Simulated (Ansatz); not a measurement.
Geometry optimisation, RHF/def2-SVP in Ansatz.

Input file:

```yaml
crystal:
  periodic: [false, false, false]
  atoms:
    - { symbol: Ga, position_ang: [-0.1001, 0.436854, -0.539142] }
    - { symbol: "N", position_ang: [-0.022188, 0.065744, 2.553238] }
    - { symbol: H, position_ang: [-0.768495, -0.079835, 3.210441] }
    - { symbol: H, position_ang: [0.847124, -0.09557, 3.030641] }
    - { symbol: H, position_ang: [1.38864, 0.028116, -0.774532] }
    - { symbol: H, position_ang: [-1.382964, -0.292522, -1.075402] }
    - { symbol: O, position_ang: [-0.334707, 2.01845, 0.272833] }
    - { symbol: H, position_ang: [-1.209212, 2.370802, 0.328816] }
    - { symbol: H, position_ang: [-0.047499, 1.048161, 2.245707] }
basis:
  gaussian: { orbitals: def2-SVP }
hamiltonian:
  xc: hf
relax:
  f_tol: 0.03
  max_steps: 50
output:
  orbitals: {}
```

Command:

```bash
$ ansatz run input.yaml --threads 1 --pin off --max-ram 2048MiB --backend cpu --events-out ev --progress --plain --runs-dir out
```

Question: Where does it end, and by what steps?

Answer: It converged. The force dipped under the threshold on the way, but the program's further checks kept it going. After 20 steps the energy has fallen by 0.609 eV; H6 moved furthest, 0.75 Å. Joined: Ga1–N2 (3.12 → 2.16 Å).

```json
{"step": "0", "energy less start (eV)": "0.0000", "largest force component (eV/Å)": "0.965", "accepted": "yes"}
{"step": "1", "energy less start (eV)": "-0.1402", "largest force component (eV/Å)": "0.698", "accepted": "yes"}
{"step": "2", "energy less start (eV)": "-0.3510", "largest force component (eV/Å)": "0.675", "accepted": "yes"}
{"step": "3", "energy less start (eV)": "-0.4997", "largest force component (eV/Å)": "1.127", "accepted": "yes"}
{"step": "4", "energy less start (eV)": "-0.5566", "largest force component (eV/Å)": "1.323", "accepted": "yes"}
{"step": "5", "energy less start (eV)": "-0.5692", "largest force component (eV/Å)": "1.598", "accepted": "yes"}
{"step": "6", "energy less start (eV)": "-0.5041", "largest force component (eV/Å)": "1.157", "accepted": "no"}
{"step": "7", "energy less start (eV)": "-0.6059", "largest force component (eV/Å)": "0.091", "accepted": "yes"}
{"step": "8", "energy less start (eV)": "-0.6071", "largest force component (eV/Å)": "0.032", "accepted": "yes"}
{"step": "9", "energy less start (eV)": "-0.6071", "largest force component (eV/Å)": "0.041", "accepted": "yes"}
{"step": "10", "energy less start (eV)": "-0.6033", "largest force component (eV/Å)": "0.453", "accepted": "no"}
{"step": "11", "energy less start (eV)": "-0.6076", "largest force component (eV/Å)": "0.014", "accepted": "yes"}
{"step": "12", "energy less start (eV)": "-0.5948", "largest force component (eV/Å)": "0.761", "accepted": "no"}
{"step": "13", "energy less start (eV)": "-0.6077", "largest force component (eV/Å)": "0.031", "accepted": "yes"}
{"step": "14", "energy less start (eV)": "-0.6078", "largest force component (eV/Å)": "0.073", "accepted": "yes"}
{"step": "15", "energy less start (eV)": "-0.6078", "largest force component (eV/Å)": "0.068", "accepted": "yes"}
{"step": "16", "energy less start (eV)": "-0.6074", "largest force component (eV/Å)": "0.174", "accepted": "no"}
{"step": "17", "energy less start (eV)": "-0.6081", "largest force component (eV/Å)": "0.032", "accepted": "yes"}
{"step": "18", "energy less start (eV)": "-0.6082", "largest force component (eV/Å)": "0.045", "accepted": "yes"}
{"step": "19", "energy less start (eV)": "-0.6083", "largest force component (eV/Å)": "0.090", "accepted": "yes"}
{"step": "20", "energy less start (eV)": "-0.6085", "largest force component (eV/Å)": "0.022", "accepted": "yes"}
```

```xyz
9
Properties=species:S:1:pos:R:3
Ga -0.152 0.419 0.064
N 0.009 0.144 2.197
H -0.686 -0.462 2.602
H 0.916 -0.153 2.519
H 1.311 0.063 -0.431
H -1.404 -0.469 -0.344
O -0.491 2.183 0.377
H -0.974 2.690 -0.253
H -0.158 1.085 2.522
```

Time of the run: 38 s on 1 thread of Arm Neoverse V1, on a shared host, peak memory 0.17 GiB.
